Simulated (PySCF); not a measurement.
## Electronic structure of Be³⁺ (beryllium, charge +3) at the UHF level

Configuration: 1s1, 2S determinant. All numbers are calculated (PySCF 2.14, the non-relativistic Hamiltonian (point nucleus), in aug-cc-pVDZ (4s3p2d, 23 functions)).

| Item | Value |
| --- | --- |
| Total energy | -7.952496 hartree |
| One-electron energy | -7.9525 hartree |
| Hartree (Coulomb) energy | 1.1544 hartree |
| Exchange energy | -1.1544 hartree |
| Kinetic energy | 6.92979 hartree |
| ⟨S²⟩ | 0.7500 |
| ⟨L²⟩ | 0.000 |
| Sum of ⟨r⟩ | 0.4066 bohr |
| Sum of ⟨r²⟩ | 0.2223 bohr² |
| Density at the nucleus (Gaussians lack the cusp) | 16.6 bohr⁻³ |
| Spin density at the nucleus | 16.6 bohr⁻³ |
| Langevin diamagnetic susceptibility | -0.176 ×10⁻⁶ cm³/mol |
| Time after the integrals | 0.04 s of wall time on 1 thread of Neoverse-V1 (shared host) |

| shell | electrons | mean orbital energy (eV) | rms radius, mean of both spins (bohr) |
| --- | --- | --- | --- |
| 1s α | 1 | -216.40 | 0.471 |
